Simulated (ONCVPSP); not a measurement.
# Pseudopotential generation for arsenic (As): ONCV, LDA (Perdew-Wang 92), scalar-relativistic.

ONCVPSP 4.0.1 input, shortened (lines: element, Z, core and valence counts, functional; n l f; lmax; l rc ep ncon nbas qcut; lloc lpopt rc5 dvloc0; l nproj debl; icmod fcfact rcfact), LDA (Perdew-Wang 92), scalar-relativistic:

```
  As 33.00    3    5  -001012      upf
    1    0    2.00
    2    0    2.00
    2    1    6.00
    3    0    2.00
    3    1    6.00
    3    2   10.00
    4    0    2.00
    4    1    3.00
    2
    0    0.95    0.00    4    8   11.00
    1    1.25    0.00    3    6   10.10
    2    0.95    0.00    5    9   13.50
    4    5    0.75    6.00
    0    3    0.30
    1    2    3.50
    2    1    0.50
    3    2.50    1.20
```

In the s channel the program set the typed energies aside and used -6.964, -0.540, 0.250 Ha.

(1) Estimate the cutoffs (Ha) at which the residual kinetic energy of the hardest occupied pseudo-wave falls to 1 and 0.1 mHa per electron.

(2) What does a ghost test show?

(3) Which valence shell sets the plane-wave cutoff?

(4) Tests: 3s2 3p6 3d10 4s2 4p2; 3s2 3p6 3d10 4s2 4p1; 3s2 3p6 3d10 4s2 4p0; 3s2 3p6 3d10 4s1 4p3. Which has the largest error in its energy relative to the reference configuration, and how large is it?

Answers

(1) 264 Ha and 330 Ha.

(2) No bound ghost flagged; GHOST(+) flags only above 600 eV.

(3) 3d: 264 Ha for 1 mHa per electron, against 51 Ha for 3s.

(4) 3s2 3p6 3d10 4s2 4p0, with -6.7 meV (all-electron minus pseudo) on +55.51 eV.
